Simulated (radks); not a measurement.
Values are calculated unless marked as measured or tabulated.
Ga IV, 28 electrons, occupied as [Ar] 3d10. Level of theory: scalar-relativistic Kohn-Sham, exchange-only LDA, spin-polarised, spherical densities, point nucleus (a radial shooting solver on a logarithmic mesh with Libxc functionals).

X-ray form factor f0, the Fourier transform of the density (f0(0) = 28):

sin(theta)/lambda (1/angstrom)  f0 (electrons)
0.05                                    27.769
0.1                                     27.098
0.15                                    26.050
0.2                                     24.714
0.25                                    23.189
0.3                                     21.567
0.4                                     18.328
0.5                                     15.408
0.6                                     12.982
0.8                                      9.614
1                                        7.723
1.25                                     6.441
1.5                                      5.614
2                                        4.237
